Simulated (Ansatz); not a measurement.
Consider the formal exchange of groups at a Te–Ge bond: `[GeH3][Te][GeH3]` + `C1=CC1` → `[GeH3][TeH]` + `[GeH3][C]1=CC1`.

Gas-phase electronic energies from Ansatz, PBE0-D4/def2-TZVP geometries. CBS: MP2 limit from def2 TZ/QZ plus the TZ coupled-cluster correction, frozen cores. This one scheme is used for every species. DFT in def2-TZVPP. B3LYP here is the variant with VWN-RPA as its local correlation; programs differ in this. Elements past krypton have def2 core potentials. For Ge, Te outer-core shells are correlated without core-valence functions, which leaves a few kJ/mol of doubt a bond. Scalar relativity is left out up to krypton.

`[GeH3][Te][GeH3]`:

```xyz
9

Ge   -1.051   -1.484   -0.255
Te    1.232   -0.715   -1.108
Ge    1.088    1.462    0.222
H    -1.032   -1.591    1.277
H    -1.317   -2.860   -0.880
H    -2.139   -0.487   -0.685
H     2.382    2.239   -0.058
H     0.966    1.156    1.723
H    -0.130    2.281   -0.235
```

`C1=CC1`:

```xyz
7

C    -0.134   -0.805   -0.321
C    -0.816    0.086    0.310
C     0.604    0.457    0.007
H    -0.073   -1.776   -0.781
H    -1.740    0.404    0.761
H     1.344    0.456    0.807
H     0.816    1.178   -0.783
```

`[GeH3][TeH]`:

Z-matrix (Å, degrees):
```
Ge
Te 1 2.558
H 1 1.535 2 110.6
H 1 1.535 2 110.7 3 122.1
H 1 1.534 2 105.3 3 -119.0
H 2 1.658 1 91.6 3 -60.4
```

`[GeH3][C]1=CC1`:

Z-matrix (Å, degrees):
```
Ge
C 1 1.913
H 1 1.535 2 109.7
H 1 1.536 2 109.0 3 120.6
H 1 1.536 2 109.0 3 -120.6
C 2 1.294 1 151.0 3 -0.0
C 2 1.517 1 145.9 3 180.0
H 6 1.077 2 148.5 1 0.0
H 7 1.090 2 119.2 1 -73.7
H 7 1.090 2 119.2 1 73.6
```

| level | ΔE (kJ/mol) | difference from CCSD(T)/CBS |
| --- | --- | --- |
| PBE-D4 | 62.7 | 1.2 |
| PBE0-D4 | 64.4 | 2.9 |
| B3LYP-D4 | 61.5 | 0.0 |
| ωB97X-V | 58.2 | -3.3 |
| ωB97M-V | 60.3 | -1.2 |
| B2PLYP | 58.0 | -3.5 |
| r2SCAN | 60.9 | -0.6 |
| B3LYP | 58.0 | -3.5 |
| HF/def2-TZVPP | 58.0 | -3.5 |
| MP2/def2-TZVPP | 59.3 | -2.2 |
| SCS-MP2/def2-TZVPP | 55.5 | -6.0 |
| HF/def2-QZVPP | 58.5 | -3.0 |
| MP2/def2-QZVPP | 63.8 | 2.3 |
| SCS-MP2/def2-QZVPP | 59.5 | -2.0 |
| HF/CBS(def2) | 58.6 | -2.9 |
| MP2/CBS(def2) | 66.9 | 5.4 |
| CCSD(T)/CBS | 61.5 | 0 |

Largest T1 diagnostic among the species: 0.011.

The D4 term adds +3.5 kJ/mol with B3LYP and +1.9 kJ/mol with PBE0; it sums over pairs of atoms, weighted by their polarisabilities, and B3LYP, whose exchange is more repulsive, gets the larger term.
